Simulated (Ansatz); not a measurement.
Cost and result for the atomization energy of BrClFH3Si2, SMILES `F[Si]([SiH3])(Cl)Br` (8 atoms, 7 bonds).

```xyz
8

F     0.249   -0.228   -2.238
Si    0.182   -0.765   -0.743
Si   -0.174    0.976    0.767
Cl    1.947   -1.717   -0.372
Br   -1.462   -2.233   -0.651
H     0.947    1.944    0.669
H    -0.228    0.386    2.128
H    -1.461    1.638    0.440
```

Charge 0, multiplicity 1. Correlated methods include outer-core shells of Br, which these sets cover unevenly. Scalar relativity is left out up to krypton. All single points use the PBE0-D4/def2-TZVP geometry. Program: Ansatz. All runs use 4 threads of an Intel Xeon 6975P-C on a shared host. Times are those of one run each, without the atoms' runs, and a repeat can differ threefold. Electronic energies, without spin–orbit coupling; frozen cores. CCSD(T)/CBS adds CCSD(T) − MP2 in def2-TZVPP to the MP2 limit, and its time is that of the two runs behind it. T1 = 0.010. With those shells the extrapolation isn't a true limit. B3LYP takes the VWN-RPA correlation (the form of Gaussian; ORCA's B3LYP/G). HSE06 is the plane-wave form, built on full-range PBE exchange.

CCSD(T)/CBS is a level of theory with its own doubt, some kJ/mol a heavy atom from the limit and from the frozen cores, so smaller differences don't rank the functionals.

```csv
level,functions,wall time,atomization (kcal/mol),difference from CCSD(T)/CBS,per bond
revPBE-D4/def2-TZVPP,247,1.2 s,599.9,-16.3,-2.3
PBE-D4/def2-TZVPP (with forces),247,1.4 s,613.5,-2.7,-0.4
BHLYP-D4/def2-TZVPP,247,2.4 s,594.8,-21.4,-3.1
CAM-B3LYP-D4/def2-TZVPP,247,2.6 s,608.3,-7.9,-1.1
HSE06-D4/def2-TZVPP,247,2.6 s,607.2,-9.0,-1.3
r2SCANh-D4/def2-TZVPP,247,3.4 s,611.9,-4.3,-0.6
CCSD(T)/def2-SVP,115,3.4 s,557.2,-59.0,-8.4
B3LYP-D4/def2-TZVPP (with forces),247,3.4 s,605.2,-11.0,-1.6
PBE-QIDH/def2-TZVPP,247,3.6 s,607.1,-9.1,-1.3
ωB97M-V/def2-TZVPP (with forces),247,7 s,612.1,-4.1,-0.6
MP2/def2-QZVPP,446,14 s,621.4,5.2,0.7
CCSD(T)/def2-TZVPP,247,50 s,594.2,-22.0,-3.1
CCSD(T)/CBS(def2),–,63 s,616.2,0.0,0.0
```

At CCSD(T), def2-SVP lies −58.9 kcal/mol from the extrapolated value and def2-TZVPP −22.0 kcal/mol: correlation converges slowly with the basis, and small sets miss more of it in the bonded molecule than in its fragments. From BLYP to BHLYP (50 % exact exchange), in def2-TZVPP and without D4, the atomization energy moves by −2.5 kcal/mol: exact exchange takes away binding that semilocal exchange gives to molecules. In def2-TZVPP, CCSD(T) changes the Hartree–Fock value by +134.5 kcal/mol (the triples alone add +9.5 kcal/mol) and MP2 by +148.6 kcal/mol; breaking electron pairs costs correlation energy, which Hartree–Fock lacks.
